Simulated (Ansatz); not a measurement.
`C[CH2][GeH2][CH3]` + `N[SiH2][GaH2]` → `CN[SiH2][GaH2]` + `C[CH2][GeH3]` at 400 K and 1 bar (substitution at a C–Ge bond).

Isolated molecules relaxed with PBE0-D4/def2-TZVP in Ansatz; ΔE leaves out vibrations. CCSD(T)/CBS is the MP2 limit (def2-TZVPP, def2-QZVPP) plus CCSD(T) − MP2 in def2-TZVPP, frozen cores. For Ga, Ge outer-core shells are correlated without core-valence functions, which leaves a few kJ/mol of doubt a bond. Scalar relativity is left out up to krypton. Each species was taken in one conformer, which may not be the lowest.

| species | CCSD(T)/CBS energy (Eh) | H − E (kJ/mol) | S (J/(mol·K)) |
| --- | --- | --- | --- |
| `C[CH2][GeH2][CH3]` | -2196.29761 | 343.5 | 388.9 |
| `N[SiH2][GaH2]` | -2271.33200 | 178.4 | 370.7 |
| `CN[SiH2][GaH2]` | -2310.57822 | 259.2 | 412.7 |
| `C[CH2][GeH3]` | -2157.02491 | 259.4 | 340.6 |

H − E and S are ideal-gas, rigid-rotor, harmonic terms from PBE0-D4/def2-TZVP, for one conformer and one mirror image of each species. 1 Eh = 2625.50 kJ/mol, R = 8.31446 J/(mol·K).

Task: By hand: ΔE, ΔH, ΔS and ΔG.

Result: ΔE = (-2310.57822) + (-2157.02491) − (-2196.29761) − (-2271.33200) = 0.02648 Eh = 69.5 kJ/mol. Δ(H − E) = 259.2 + 259.4 − 343.5 − 178.4 = -3.3, so ΔH = 66.2 kJ/mol. ΔS = 412.7 + 340.6 − 388.9 − 370.7 = -6.3 J/(mol·K). ΔG = 66.2 − 400 × (-6.3)/1000 = 68.7 kJ/mol.

Task: By hand: the equilibrium constant, and the temperature at which ΔG would vanish if ΔH and ΔS stayed fixed.

Result: log₁₀ K = −ΔG/(RT ln 10) = -9.0. ΔH and −TΔS have one sign here, so there is no such temperature.

The number of gas molecules stays the same, so ΔS is small and ΔH decides. A doubt of 5 kJ/mol in ΔE shifts log₁₀ K by 0.7 here. Other conformers and mirror images would add mixing entropy, several J/(mol·K) or more a flexible species. These are equilibria of isolated gas molecules and say nothing of rates. Largest T1 diagnostic: 0.012 (customary marks: 0.02 for closed shells, 0.045 for open ones).

ΔS is within the doubt of such terms, so its sign, and with it that verdict, could turn.
